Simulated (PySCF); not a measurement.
# Ge²⁺ (germanium, charge +2): LDA calculation

Configuration: [Ar] 3d9 4s2 4p1, one real determinant (an excited configuration). All numbers are calculated (PySCF 2.14, a scalar-relativistic core potential, in aug-cc-pVQZ-PP with one added diffuse shell each of s, p, d, f, g type with ECP10MDF (8s7p6d4f3g, 114 functions)).

```
Total energy                                                  : -291.9541 hartree
One-electron energy                                           : -497.6417 hartree
Hartree (Coulomb) energy                                      : 228.8549 hartree
Exchange-correlation energy                                   : -23.1673 hartree
⟨S²⟩                                                          : 2.0012
⟨L²⟩                                                          : 8.005
Sum of ⟨r⟩                                                    : 17.28 bohr
Sum of ⟨r²⟩                                                   : 22.34 bohr²
Traceless quadrupole moment −½Σ⟨3z² − r²⟩ along its main axis : -1.95 e·bohr²
```

```csv
shell,electrons,mean orbital energy (eV),spread (eV),"rms radius, mean of both spins (bohr)"
3s α,1,-198.26,0,0.669
3s β,1,-196.52,0,0.669
3p α,3,-147.78,2.463,0.698
3p β,3,-146.09,0.848,0.698
3d α,5,-62.163,2.793,0.776
3d β,4,-60.474,0.752,0.776
4s α,1,-33.344,0,1.97
4s β,1,-32.210,0,1.97
4p α,1,-23.079,0,2.32
```

⟨L²⟩ = 8.00 against 12 for a pure F term, so this real determinant mixes terms. Energies and moments cover only the electrons outside the core potential.
